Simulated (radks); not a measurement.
Isoelectronic series with 5 electrons, all held in the configuration [He] 2s2 2p1, which need not be the ground one along the series. Calculated with a radial shooting solver on a logarithmic mesh with Libxc functionals: Dirac Kohn-Sham, PBE, spin-unpolarised, spherical densities, finite nucleus; open shells fill j = l - 1/2 first; Fermi nuclear charge, rms radius of each element as measured or else 0.836 A^(1/3) + 0.57 fm. Total energies (hartree) and mean radii <r> (bohr):

ion,E (hartree),2p1/2,2s1/2
B,-24.60328,2.301,1.952
Ne5+,-116.06736,0.6666,0.7347
P10+,-276.86349,0.3968,0.4536
Ca15+,-507.66798,0.2822,0.3276
Mn20+,-809.50615,0.2185,0.2558
Zn25+,-1183.74838,0.1777,0.2093
Br30+,-1632.13787,0.1493,0.1766
Zr35+,-2156.83268,0.1283,0.1524
Rh40+,-2760.45000,0.1120,0.1336
Sn45+,-3446.14583,0.09910,0.1185
Cs50+,-4217.6888,0.08848,0.1062
Nd55+,-5079.5834,0.07958,0.09587
Tb60+,-6037.1845,0.07199,0.08705
Yb65+,-7096.8605,0.06541,0.07942
Re70+,-8266.4708,0.05962,0.07271
